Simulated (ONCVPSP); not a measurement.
**lanthanum (La): ONCV pseudisation with LDA (Perdew-Zunger), scalar-relativistic reference atom.**

lanthanum, optimised norm-conserving Vanderbilt (ONCV), made with ONCVPSP 4.0.1 (LDA (Perdew-Zunger), scalar-relativistic). Core [Kr] 4d10 5s2, reference 5p6 5d1 6s1.75 (charge +0.25). Waves: 6s: rc 3.20 bohr, ncon 5, nbas 9, qcut 1.6 1/bohr, 3 projectors, debl 1 Ha; 5p: rc 2.75 bohr, ncon 3, nbas 7, qcut 5.4 1/bohr, 3 projectors, debl 3.4 Ha; 5d: rc 2.45 bohr, ncon 4, nbas 8, qcut 3.4 1/bohr, 3 projectors, debl 1.3 Ha; f scattering state at 0.43 Ha: rc 2.50 bohr, ncon 4, nbas 8, qcut 4.3 1/bohr, 3 projectors, debl 3.3 Ha. Local part: polynomial inside 2.00 bohr (lpopt 5, dvloc0 4 Ha). Core correction: none.

In the f channel the program set the typed energies aside and used -0.219, 3.081, 6.381 Ha.

All-electron outer shells of the reference configuration (LDA (Perdew-Zunger), scalar-relativistic, ld1.x):

```
shell  level (eV)  outermost node (bohr)  outermost maximum (bohr)
   5p      -23.84                   0.83                      1.58
   6s       -4.96                   1.86                      3.69
   5d       -4.50                   0.95                      2.24
```

Results:

| Quantity | Value |
| --- | --- |
| Cutoffs needed | 11 Ha and 21 Ha (the cutoffs (Ha) at which the residual kinetic energy of the hardest occupied pseudo-wave falls to 1 and 0.1 mHa per electron) The cutoffs count occupied waves only; projector 3 of the f channel, the hardest unoccupied one, needs 67 Ha at the loose tolerance. |
| Ghost test | ghosts flagged at negative energy: s at -38.4 eV; GHOST(+) flagged for s at 106.1 eV; a true bound ghost makes a file unfit for plane-wave use |
| Largest excitation error | +2.5 meV (all-electron minus pseudo) for 5p6 5d1 6s0, out of 4 test configurations |

Generation and tests took about 6.1 s on one core of a shared server CPU.
